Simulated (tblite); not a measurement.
C$_{2}$H$_{6}$Cl$_{2}$Si, charge -1, doublet, at a GFN2-xTB geometry (a state made from the parent by changing its charge; the spin is typed, not shown lowest); GFN1-xTB with ALPB(water) (tblite).

tblite was given this input:
```
$ tblite run mol.xyz --method gfn1 --charge -1 --spin 1 --alpb water --json tblite.json --no-restart

# file mol.xyz
11

C      1.42650279    -1.09765924    -0.30315678
Si     0.01213736     0.16509109    -0.03165282
C     -1.56388176    -0.70217827     0.62622317
Cl     0.76305449     0.79178801     2.13220720
Cl    -0.69452658     0.10064806    -2.29070594
H      1.11420848    -1.87858725    -0.99280464
H      2.30728618    -0.62012116    -0.72403909
H      1.71703127    -1.55674218     0.63856189
H     -2.37176399     0.00847255     0.77886613
H     -1.91241609    -1.45110271    -0.08106818
H     -1.36496922    -1.18558243     1.57970349
```

The log (banner, timings and long lists left out):

```
xTB calculator
 | screened Coulomb repulsion
 | Coulomb electrostatics
 |  * isotropic Klopman-Ohno-Mataga-Nishimoto electrostatics
 |  * onsite third-order electrostatics
 | DFT-D3(BJ) dispersion correction
 | Interactions (3)
 | [1] alpb/gbsa reaction field model
 | [2] cds contribution to solvation
 | [3] empirical free energy shift and standard state/solvent correction

halogen bonding energy    0.0000000000000E+00 Eh
repulsion energy          1.2475097700168E-01 Eh
dispersion energy        -4.8001289557305E-03 Eh
interaction energy        5.1319155794233E-04 Eh
number of electrons       3.3000000000000E+01 e
integral cutoff           2.8146159136829E+01 bohr

------------------------------------------------------------
  cycle        total energy    energy error   density error
------------------------------------------------------------
      1     -18.17087977969  -1.8291344E+01   4.9032823E-01
      2     -18.18107592348  -1.0196144E-02   3.0698441E-01
      3     -18.18109876904  -2.2845556E-05   1.6873480E-02
      4     -18.18163529174  -5.3652270E-04   4.7879999E-03
      5     -18.18168068616  -4.5394423E-05   1.5402208E-03
      6     -18.18168122693  -5.4076646E-07   5.2180232E-04
      7     -18.18168144888  -2.2195298E-07   3.7739733E-05
      8     -18.18168145046  -1.5771988E-09   7.9438482E-06
------------------------------------------------------------

electronic energy        -1.8302145490063E+01 Eh
total energy             -1.8181681450459E+01 Eh

Post processing:
 | Mayer-Wiberg bond orders

[Info] JSON dump of results written to 'tblite.json'
```
